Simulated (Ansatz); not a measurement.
A nudged elastic band was laid between two geometries of AsB2H7N2 (12 atoms, charge 0, multiplicity 1).

Computed with RKS PBE-D4/def2-SVP in Ansatz 0.2.0.

- movable images: 9
- climbing image: yes
- spring: 5.0 eV/Å²
- optimiser: lbfgs
- start path: IDPP
- force threshold: 0.05 eV/Å
- iteration limit: 60
- end points: relaxed
- largest step: 0.5 Å

Initial state:

```xyz
12
Properties=species:S:1:pos:R:3
B -0.264 1.130 1.771
N -0.716 0.729 0.495
B -0.157 -0.290 -0.385
N -0.789 -0.590 -1.607
As 1.484 -1.389 0.238
H 0.716 0.591 2.253
H -0.860 2.006 2.371
H -1.549 1.216 0.142
H -0.420 -1.276 -2.263
H -1.648 -0.140 -1.930
H 1.833 -1.847 -1.195
H 2.448 -0.195 0.145
```

Final state:

```xyz
12
Properties=species:S:1:pos:R:3
B -0.270 1.123 1.776
N -0.715 0.730 0.495
B -0.155 -0.288 -0.386
N -0.790 -0.591 -1.606
As 1.492 -1.379 0.233
H 0.705 0.579 2.261
H -0.866 1.999 2.377
H -1.543 1.221 0.137
H -1.654 -0.146 -1.925
H -0.423 -1.278 -2.262
H 1.839 -1.841 -1.200
H 2.456 -0.185 0.134
```

Q: Which bonds break or form, and what moves?

A: No bond is made or broken. The height of N4 over the plane of its neighbours goes from 0.00 to 0.00 Å. The two ends are copies of one structure, up to a mirror image or an exchange of like atoms. The height can change sign by an inversion or by a turn that exchanges like atoms.

Q: Give the energies along the band, and the barrier.

A: The forces met the threshold. The highest image is number 5 of 0 to 10, 79.7 kJ/mol above the ends, which have the same energy within 2 meV. The order of the stationary point at the top wasn't checked.

```json
{"image": "0", "path coordinate (Å)": "0.00", "energy (kJ/mol)": "0.0", "height of N4 over the plane of its neighbours (Å)": "0.00"}
{"image": "1", "path coordinate (Å)": "0.38", "energy (kJ/mol)": "6.1", "height of N4 over the plane of its neighbours (Å)": "0.03"}
{"image": "2", "path coordinate (Å)": "0.76", "energy (kJ/mol)": "24.5", "height of N4 over the plane of its neighbours (Å)": "0.12"}
{"image": "3", "path coordinate (Å)": "1.15", "energy (kJ/mol)": "50.3", "height of N4 over the plane of its neighbours (Å)": "0.25"}
{"image": "4", "path coordinate (Å)": "1.54", "energy (kJ/mol)": "71.9", "height of N4 over the plane of its neighbours (Å)": "0.35"}
{"image": "5", "path coordinate (Å)": "1.93", "energy (kJ/mol)": "79.7", "height of N4 over the plane of its neighbours (Å)": "0.40"}
{"image": "6", "path coordinate (Å)": "2.33", "energy (kJ/mol)": "71.3", "height of N4 over the plane of its neighbours (Å)": "0.35"}
{"image": "7", "path coordinate (Å)": "2.72", "energy (kJ/mol)": "49.8", "height of N4 over the plane of its neighbours (Å)": "0.25"}
{"image": "8", "path coordinate (Å)": "3.11", "energy (kJ/mol)": "24.3", "height of N4 over the plane of its neighbours (Å)": "0.12"}
{"image": "9", "path coordinate (Å)": "3.49", "energy (kJ/mol)": "6.1", "height of N4 over the plane of its neighbours (Å)": "0.03"}
{"image": "10", "path coordinate (Å)": "3.87", "energy (kJ/mol)": "0.0", "height of N4 over the plane of its neighbours (Å)": "0.00"}
```

Q: What is the geometry of the highest image?

A: 
```xyz
12
Properties=species:S:1:pos:R:3
B -0.142 1.333 1.672
N -0.554 0.924 0.376
B -0.220 -0.241 -0.405
N -0.986 -0.404 -1.657
As 1.141 -1.593 0.409
H 0.665 0.661 2.287
H -0.617 2.344 2.150
H -1.263 1.499 -0.099
H -0.357 -0.425 -2.473
H -1.466 -1.314 -1.692
H 1.547 -2.221 -0.936
H 2.330 -0.620 0.403
```

The run took 3.8 min on 2 threads of AMD EPYC 9R45 96-Core Processor (Zen 5) (shared host), peak memory 0.2 GiB.
